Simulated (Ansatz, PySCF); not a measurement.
CH10N2Si2, SMILES C(N)[SiH2][SiH2]N. Atoms are numbered in the order given.

```xyz
15

N     -2.6215    -0.7566     0.0772
C     -2.0881     0.5829     0.3595
Si    -0.3629     0.9338    -0.3991
Si     1.2670    -0.5554     0.4421
N      2.8484    -0.4717    -0.2957
H     -1.9951    -1.4778     0.4359
H     -2.6774    -0.9120    -0.9301
H     -2.8072     1.3379    -0.0036
H     -2.0460     0.7287     1.4529
H     -0.4637     0.7409    -1.8834
H      0.0778     2.3493    -0.1658
H      1.4359    -0.3005     1.9058
H      0.7562    -1.9512     0.2631
H      2.9311    -0.7419    -1.2726
H      3.4035     0.3637    -0.1279
```
Charge 0, spin multiplicity 1.

Geometry optimised at B3LYP-D3(BJ)/def2-SVP. The structure was generated by enumeration, and PubChem lists no compound with its InChIKey, so it may never have been made. Other conformers were not sampled.

Two levels are set side by side: PBE-D3(BJ)/def2-SVP (Ansatz, an electronic-structure program) and B3LYP-D3(BJ)/def2-SVP (Ansatz). Each level has its own optimised geometry; the coordinates shown are those of the second. Frequencies come from the Hessian of PySCF at each geometry. Differences are taken from unrounded values.

| quantity | B3LYP-D3(BJ) |
|---|---|
| mean bond length (Å) | 1.412 |
| bond N1–C2 (Å) | 1.469 |
| bond C2–Si3 (Å) | 1.917 |
| bond Si3–Si4 (Å) | 2.363 |
| bond Si4–N5 (Å) | 1.747 |
| bond N1–H6 (Å) | 1.020 |
| bond N1–H7 (Å) | 1.021 |
| bond C2–H8 (Å) | 1.104 |
| bond C2–H9 (Å) | 1.104 |
| bond Si3–H10 (Å) | 1.500 |
| bond Si3–H11 (Å) | 1.501 |
| bond Si4–H12 (Å) | 1.495 |
| bond Si4–H13 (Å) | 1.497 |
| bond N5–H14 (Å) | 1.017 |
| bond N5–H15 (Å) | 1.017 |
| highest harmonic wavenumber (cm⁻¹) | 3637 |
| mean harmonic wavenumber (cm⁻¹) | 1285 |
| zero-point energy (kcal/mol) | 71.64 |

Question: What does PBE-D3(BJ) give, and how far is it from B3LYP-D3(BJ)? (An estimate is asked for; the answer gives what the named calculation found.)

Answer: 
```tsv
quantity	PBE-D3(BJ)	PBE-D3(BJ) minus B3LYP-D3(BJ)
mean bond length (Å)	1.422	0.009
bond N1–C2 (Å)	1.469	0.000
bond C2–Si3 (Å)	1.928	0.011
bond Si3–Si4 (Å)	2.367	0.005
bond Si4–N5 (Å)	1.760	0.013
bond N1–H6 (Å)	1.029	0.008
bond N1–H7 (Å)	1.029	0.008
bond C2–H8 (Å)	1.112	0.008
bond C2–H9 (Å)	1.112	0.008
bond Si3–H10 (Å)	1.514	0.014
bond Si3–H11 (Å)	1.515	0.014
bond Si4–H12 (Å)	1.508	0.013
bond Si4–H13 (Å)	1.511	0.014
bond N5–H14 (Å)	1.025	0.008
bond N5–H15 (Å)	1.025	0.008
highest harmonic wavenumber (cm⁻¹)	3552	-85
mean harmonic wavenumber (cm⁻¹)	1251	-34
zero-point energy (kcal/mol)	69.77	-1.87
```

Exact exchange shortens and stiffens bonds; PBE has none. Differences between two approximate levels are no errors against the true value.
